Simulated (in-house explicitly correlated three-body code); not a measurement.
Results of a calculation; reference values are marked as such.
**Two electrons around a charge Z: errors of exchange and correlation functionals on the exact density**

The exact non-relativistic ground state comes from a variational code in 260 exponentially correlated functions, the Kohn-Sham parts from inverting its density (past Z = 6 the correlation energy is taken as exact minus Hartree-Fock, equal to within microhartrees), and self-consistent runs (Hartree-Fock is restricted) from a B-spline radial code. Z may be fractional; the second electron is bound down to Z = 0.911.

Each entry is functional minus exact.

| Z | SCAN x (mEh) | SCAN c (mEh) | BP86 x (mEh) | BP86 c (mEh) | BLYP x (mEh) | BLYP c (mEh) |
| --- | --- | --- | --- | --- | --- | --- |
| 2.2 | -5.01 | +3.92 | +1.02 | -1.46 | +1.02 | -2.40 |
| 2.78 | -4.68 | +3.35 | +4.68 | -1.56 | +4.68 | -3.73 |
| 3.48 | ? | ? | ? | ? | ? | ? |
| 4.6 | ? | ? | ? | ? | ? | ? |
| 6 | -4.18 | +2.16 | +23.08 | -13.57 | +23.08 | -4.98 |
| 7.4 | -4.11 | +1.93 | +30.87 | -21.67 | +30.87 | -4.85 |
| 9.1 | -4.06 | +1.73 | +40.27 | -32.21 | +40.27 | -4.63 |
| 12 | -4.00 | +1.50 | +56.26 | -50.53 | +56.26 | -4.29 |

Q: What belongs in the row Z = 3.48?

A: SCAN x (mEh): -4.47; SCAN c (mEh): +2.92; BP86 x (mEh): +8.83; BP86 c (mEh): -2.80; BLYP x (mEh): +8.83; BLYP c (mEh): -4.50.

Q: What belongs in the row Z = 4.6?

A: SCAN x (mEh): -4.30; SCAN c (mEh): +2.49; BP86 x (mEh): +15.23; BP86 c (mEh): -6.68; BLYP x (mEh): +15.23; BLYP c (mEh): -4.94.

Q: How do the exchange errors scale with Z?

A: SCAN +0.44 % in the size of E_x at Z = 2.2 and +0.05 % at 12; BP86 -0.09 % in the size of E_x at Z = 2.2 and -0.77 % at 12; BLYP -0.09 % in the size of E_x at Z = 2.2 and -0.77 % at 12. Exchange scales linearly under uniform scaling of the density, so its relative error changes only with the density's shape.
